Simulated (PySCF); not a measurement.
## [Nd(H2O)4]3+: from a saddle point downhill

PySCF 2.14.0, RKS PBE0, Nd lcecp-1-SVP with ECP49, O def2-SVP, H def2-SVP; non-relativistic Hamiltonian with scalar-relativistic core potentials where named; density fitting; no spin-orbit coupling. Relaxed within the symmetry of its start, the geometry (D2d) is

```xyz
13

Nd    0.0000    0.0000    0.0000
O     1.3556    1.3636    1.3636
H     1.7237    1.1646    2.2534
H     1.7237    2.2534    1.1646
O    -1.3556   -1.3636    1.3636
H    -1.7237   -1.1646    2.2534
H    -1.7237   -2.2534    1.1646
O     1.3556   -1.3636   -1.3636
H     1.7237   -2.2534   -1.1646
H     1.7237   -1.1646   -2.2534
O    -1.3556    1.3636   -1.3636
H    -1.7237    2.2534   -1.1646
H    -1.7237    1.1646   -2.2534
```

and its lowest harmonic modes are -140, -63, -63, -31, 41, 52 cm⁻¹ (negative: unstable). It was moved along the lowest mode and relaxed again, within the group S4 that the move left.

Where does it end, and how much lower?

In S4, 0.044 eV lower, after 15 steps:
```xyz
13

Nd    0.0000    0.0000    0.0000
O     1.4064    1.3660    1.3026
H     2.2070    1.1066    1.8113
H     1.3420    2.3343    1.4617
O    -1.4064   -1.3026    1.3660
H    -1.3420   -1.4617    2.3343
H    -2.2070   -1.8112    1.1065
O     1.4064   -1.3660   -1.3026
H     1.3420   -2.3343   -1.4617
H     2.2070   -1.1066   -1.8113
O    -1.4064    1.3026   -1.3660
H    -2.2070    1.8112   -1.1065
H    -1.3420    1.4617   -2.3343
```

How do the contacts change?


| contact | saddle (Å) | end (Å) |
| --- | --- | --- |
| Nd1–O2 (H2O) | 2.357 | 2.354 |
| Nd1–O5 (H2O) | 2.357 | 2.354 |
| Nd1–O8 (H2O) | 2.357 | 2.354 |
| Nd1–O11 (H2O) | 2.357 | 2.354 |


Is the end a minimum?

Yes, as far as the noise of the softest modes lets one tell (those above −25 cm⁻¹ count as noise); lowest modes 30, 30, 38, 54, 58, 92 cm⁻¹.

An lcecp potential fixes the number of 4f electrons, so in runs with it no electron can move into or out of that shell.

State: singlet in the valence, with the 4f electrons in the core potential.
